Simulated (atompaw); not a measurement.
## u(r) = r·R(r): atom against pseudo-atom (Ag)

Columns: radius, all-electron u(r) and pseudo u(r) of the 5p shell (level -6.21 eV) of silver in the configuration [Ar] 3d10 4s2 4p6 4d10 5s0 5p0; LDA (PW92), non-relativistic, PAW (atompaw) scheme, atompaw 4.2.0.5.

```json
{"r (bohr)": "0.110", "all-electron": "0.0581", "pseudo": "0.0328"}
{"r (bohr)": "0.219", "all-electron": "-0.1197", "pseudo": "0.1214"}
{"r (bohr)": "0.329", "all-electron": "-0.1201", "pseudo": "0.2442"}
{"r (bohr)": "0.438", "all-electron": "-0.0018", "pseudo": "0.3679"}
{"r (bohr)": "0.548", "all-electron": "0.1244", "pseudo": "0.4638"}
{"r (bohr)": "0.658", "all-electron": "0.2058", "pseudo": "0.5085"}
{"r (bohr)": "0.767", "all-electron": "0.2338", "pseudo": "0.4937"}
{"r (bohr)": "0.877", "all-electron": "0.2182", "pseudo": "0.4253"}
{"r (bohr)": "0.987", "all-electron": "0.1723", "pseudo": "0.3199"}
{"r (bohr)": "1.096", "all-electron": "0.1094", "pseudo": "0.2001"}
{"r (bohr)": "1.206", "all-electron": "0.0373", "pseudo": "0.0821"}
{"r (bohr)": "1.315", "all-electron": "-0.0366", "pseudo": "-0.0202"}
{"r (bohr)": "1.425", "all-electron": "-0.1095", "pseudo": "-0.1062"}
{"r (bohr)": "1.535", "all-electron": "-0.1785", "pseudo": "-0.1783"}
{"r (bohr)": "1.644", "all-electron": "-0.2416", "pseudo": "-0.2416"}
{"r (bohr)": "1.754", "all-electron": "-0.2994", "pseudo": "-0.2994"}
{"r (bohr)": "1.863", "all-electron": "-0.3505", "pseudo": "-0.3505"}
{"r (bohr)": "1.973", "all-electron": "-0.3959", "pseudo": "-0.3959"}
{"r (bohr)": "2.083", "all-electron": "-0.4352", "pseudo": "-0.4352"}
{"r (bohr)": "2.192", "all-electron": "-0.4685", "pseudo": "-0.4685"}
{"r (bohr)": "2.302", "all-electron": "-0.4968", "pseudo": "-0.4968"}
{"r (bohr)": "2.412", "all-electron": "-0.5199", "pseudo": "-0.5199"}
{"r (bohr)": "2.521", "all-electron": "-0.5383", "pseudo": "-0.5383"}
{"r (bohr)": "2.631", "all-electron": "-0.5525", "pseudo": "-0.5525"}
{"r (bohr)": "2.740", "all-electron": "-0.5627", "pseudo": "-0.5627"}
{"r (bohr)": "2.850", "all-electron": "-0.5695", "pseudo": "-0.5695"}
```

Q: How many radial nodes do the two functions have?

A: The all-electron 5p function has n − l − 1 = 3; the pseudo-wave has 1, since 1 lower shell of the same l stays in the valence.

Q: At about which radius was the pseudo-wave matched?

A: 1.65 bohr. The columns agree to 0.0005 from 1.53 bohr on; several derivatives are matched, so the curves merge somewhat inside the radius.

Q: Is the pseudo-wave norm-conserving?

A: No, it belongs to a PAW set: the norm inside the radius is not constrained, and the difference is carried by the augmentation charge.
